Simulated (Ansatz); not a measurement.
Reaction (isomerisation): `C[SiH]1C=CO1` → `C#C[SiH2]CO`

Gas-phase electronic energies from Ansatz, PBE0-D4/def2-TZVP geometries. CBS: MP2 limit from def2 TZ/QZ plus the TZ coupled-cluster correction, frozen cores. Functionals use def2-TZVPP. B3LYP here is the variant with VWN-RPA as its local correlation; programs differ in this. Each species was taken in one conformer, which may not be the lowest.

CCSD(T)/CBS gives +1.90 eV.

Task: Another level gave +1.88 eV. Which?
A. B3LYP/def2-TZVPP
B. HF/def2-TZVPP
C. PBE0/def2-TZVPP
D. ωB97M-V/def2-TZVPP

Result: A. B3LYP 1.88, PBE0 2.14, HF/def2-TZVPP 1.79, ωB97M-V 2.02 eV.

Largest T1 diagnostic among the species: 0.013.

In def2-TZVPP, CCSD(T) changes the Hartree–Fock value by +0.10 eV (the triples alone add +0.01 eV) and MP2 by +0.15 eV. From PBE to PBE0 (25 % exact exchange), in def2-TZVPP and without D4, ΔE moves by +0.08 eV.
